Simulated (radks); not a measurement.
Excited configurations of La IV: one electron is placed in a higher orbital outside [Kr] 4d10 5s2 5p5. The ground configuration is [Xe]. All-electron calculation, Dirac Kohn-Sham, BLYP, spin-unpolarised, spherical densities, point nucleus; open shells fill j = l - 1/2 first. Program: a radial shooting solver on a logarithmic mesh with Libxc functionals. Excitation = E - E(ground); binding = E(ion) - E, where the ion is the core of charge +4; n* = 4/sqrt(2 binding) in atomic units, and the quantum defect is n - n*.

outer orbital  excitation (eV)  binding (eV)  quantum defect  eigenvalue (eV)  <r> (bohr)
4f5/2                   17.544        32.175           1.399          -23.882       1.202
5d3/2                   20.483        29.235           2.271          -24.493       2.348
5f5/2                   35.691        14.028           1.061          -11.562       4.288
6s1/2                   24.125        25.594           3.084          -22.349       3.349
6p1/2                   28.388        21.331           2.805          -18.506       3.769
6f5/2                   40.428         9.290           1.159           -7.999       7.504
7s1/2                   35.492        14.227           3.088          -12.637       5.939
7p1/2                   37.226        12.493           2.826          -11.028       6.543
7d3/2                   40.223         9.496           2.212           -8.312       8.142
7f5/2                   43.163         6.555           1.237           -5.749       11.33

The Delta-SCF ionisation energy is 49.719 eV (NIST Atomic Spectra Database: 50.0 eV, semi-empirical). Self-interaction in the functional shifts the binding energies and quantum defects, so they are the method's values and not measured ones. Spin polarisation and multiplet splitting are left out, so open shells lie too high by an amount that depends on their filling.

Beside tabulated values, note that spin-unpolarised runs miss the spin-polarisation part of the exchange energy of open shells.
